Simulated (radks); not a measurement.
Values are calculated unless marked as measured or tabulated.
Question: All-electron atom: Tb15+ in [Kr] 4d10 4f4 (the NIST ground configuration). Code: a radial shooting solver on a logarithmic mesh with Libxc functionals. Model: Dirac Kohn-Sham, relativistic LDA (MacDonald-Vosko exchange, VWN5 correlation), spin-unpolarised, spherical densities, finite nucleus; open shells fill j = l - 1/2 first; Fermi nuclear charge, rms radius 5.06 fm.

Spin-orbit splittings of the eigenvalues, e(l+1/2) - e(l-1/2), with zeta = 2 splitting/(2l+1) and mean radii in bohr:

| shell | occ. | splitting (eV) | zeta (eV) | <r> j=l-1/2 | <r> j=l+1/2 |
|---|---|---|---|---|---|
| 2p | 6 | 738.1 | 492.1 | 0.07611 | 0.08303 |
| 3p | 6 | ? | ? | 0.2291 | 0.2422 |
| 3d | 10 | 33.47 | 13.39 | 0.2142 | 0.2183 |
| 4p | 6 | 36.02 | 24.01 | 0.5416 | 0.5686 |
| 4d | 10 | 6.877 | 2.751 | 0.5877 | 0.5962 |
| 4f | 4 | 1.272 | 0.3635 | 0.6326 | 0.6364 |

Estimate the 3p splitting.

Answer: 152.6 eV (zeta = 101.8 eV).
